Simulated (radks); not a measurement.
Neutral osmium inside a hard spherical wall (all orbitals vanish at R), configuration held at [Xe] 4f14 5d6 6s2 and not refilled when levels cross. Calculated with a radial shooting solver on a logarithmic mesh with Libxc functionals: scalar-relativistic Kohn-Sham, PBE, spin-polarised, spherical densities, point nucleus; open shells are filled with parallel spins first (spin-orbit coupling, left out, can overturn this in heavy ions). Eigenvalues in eV for spin up, with the zero of energy where the potential of the charges vanishes at infinity; a dash marks a level that is unbound or too diffuse for the functional's potential to be trusted. A positive occupied level is held by the wall or, in an anion where self-interaction has pushed it up, behind a barrier. The pressure on the wall is -dE/dV.

| R (bohr) | E (hartree) | kinetic (hartree) | e(4f) | e(5p) | e(5d) | e(6s) | e(6p, empty) | e(7s, empty) | pressure (GPa) |
|---|---|---|---|---|---|---|---|---|---|
| free | -17253.9427 | 19128.590 | -51.903 | -51.659 | -7.221 | -6.681 | -1.473 | - | 0 |
| 20 | -17253.9427 | 19128.590 | -51.903 | -51.659 | -7.221 | -6.681 | -1.473 | - | < 0.0001 |
| 10 | -17253.9424 | 19128.593 | -51.883 | -51.639 | -7.202 | -6.665 | -1.373 | 1.503 | 0.00684 |
| 8 | -17253.9398 | 19128.618 | -51.750 | -51.506 | -7.078 | -6.553 | -1.030 | 3.713 | 0.130 |
| 6 | -17253.9075 | 19128.835 | -50.849 | -50.627 | -6.281 | -5.739 | 0.640 | 11.046 | 2.90 |
| 4 | -17253.4323 | 19131.105 | -44.782 | -45.092 | -1.142 | 1.101 | 11.344 | 44.720 | 108 |
| 3 | -17251.5375 | 19138.704 | -32.365 | -34.689 | 10.116 | 20.624 | 38.266 | 112.28 | 1060 |
